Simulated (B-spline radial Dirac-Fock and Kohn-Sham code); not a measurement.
**Kohn-Sham estimates against Dirac-Fock for the levels of Nb¹⁰⁺**

System: niobium as Nb¹⁰⁺, configuration [Ar] 3d10 4s2 4p1.

The density-functional columns are spherical, spin-unpolarised Dirac-Kohn-Sham results without Breit or QED terms: −ε is minus the orbital energy of the initial state and ΔSCF the difference of two total energies. The reference in the last column comes from ΔSCF Dirac-Fock with Breit, self-energy and vacuum polarisation, finite nucleus, configuration average. All numbers are from a B-spline atomic structure program, in eV; a selection of levels is shown. The Kohn-Sham columns are given as differences from the reference. For the 1s level of heavy atoms much of the gap between ΔSCF and the reference is the Breit and QED part, -50.2 eV here; for other levels the error of the functional can be larger.

```
level  LDA −ε − DF  LDA ΔSCF − DF  Dirac-Fock
    K       -228.3          +44.7     19191.5
   L1        -92.6          -39.6      2905.5
   L2        -68.9           -5.1      2668.1
   L3        -70.2           -8.7      2573.7
   M1        -47.1          -24.5       665.7
   M2        -37.0          -14.3       575.0
   M3        -36.8          -14.4       559.0
   M4        -22.0           +1.3       401.3
   M5        -22.1           +1.0       398.5
   N1         -6.9           +3.8       223.9
 N2,3         -8.8           +1.3       197.7
```

Values without a named source are computed, but for edge energies of neutral atoms, which are taken from tables.
